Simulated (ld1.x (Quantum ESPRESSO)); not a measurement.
# Which change was made? (Se, TM)

* Element: Se
* Generator: ld1.x (Quantum ESPRESSO) 7.5
* Type: norm-conserving Troullier–Martins (Kleinman–Bylander form)
* Functional: revPBE
* Relativity: fully relativistic
* Frozen core: [Ar] 3d10
* Valence charge: 6
* Reference configuration: 4s2 4p4
* Partial waves: 4s (bound): rc 1.55 bohr; 4p (bound): rc 2.00 bohr
* Local potential: all-electron potential smoothed inside 1.80 bohr (lloc = -2)
* Core correction: a·sin(br)/r model core inside 1.40 bohr

Open shells are filled in proportion to 2j + 1 (rel_dist='average').

Cutoffs, loose and tight: the cutoffs (Ry, on a coarse ladder) from which the occupation-weighted sum of valence levels, in a spherical-Bessel basis at the reference potential, stays within 10 and 1 mRy of its value at 400 Ry. They do not see the model core or the augmentation charge, which bear on the density cutoff. Test errors are all-electron minus pseudo excitation energies from the reference, over the configurations 4s2 4p3; 4s2 4p2; 4s2 4p1; 4s2 4p0; 4s2 4p3.5; 4s1 4p5; 4s1 4p4; variants that change the core or the reference have their own tests. The largest error is taken over the tests solved by every variant that gives reliable tests at all, those not shown here included: 4s1 4p4; 4s1 4p5; 4s2 4p0; 4s2 4p2; 4s2 4p3; 4s2 4p3.5.

The base gives: outcome: generated; cutoff, loose: 40 Ry; cutoff, tight: 55 Ry; bound ghosts: none; largest test error (meV): -231.

(1) After one change the result is: outcome: generated; cutoff, loose: 15 Ry; cutoff, tight: 35 Ry; bound ghosts: none; largest test error (meV): +1117. Which change was it?
A. all radii but the core radius scaled by about 0.86 (s 1.34, p 1.72 bohr); local potential all-electron potential smoothed inside 1.56 bohr (lloc = -2)
B. all radii but the core radius scaled by about 1.37 (s 2.12, p 2.74 bohr); local potential all-electron potential smoothed inside 2.48 bohr (lloc = -2)
C. all radii but the core radius scaled by about 1.16 (s 1.80, p 2.32 bohr); local potential all-electron potential smoothed inside 2.10 bohr (lloc = -2)

Results:

(1) B. The others give: all radii but the core radius scaled by about 1.16 (s 1.80, p 2.32 bohr); local potential all-electron potential smoothed inside 2.10 bohr (lloc = -2) → outcome: generated; cutoff, loose: 30 Ry; cutoff, tight: 45 Ry; bound ghosts: p1/2; largest test error (meV): -400 | all radii but the core radius scaled by about 0.86 (s 1.34, p 1.72 bohr); local potential all-electron potential smoothed inside 1.56 bohr (lloc = -2) → outcome: generated; cutoff, loose: 40 Ry; cutoff, tight: 80 Ry; bound ghosts: none; largest test error (meV): -181.
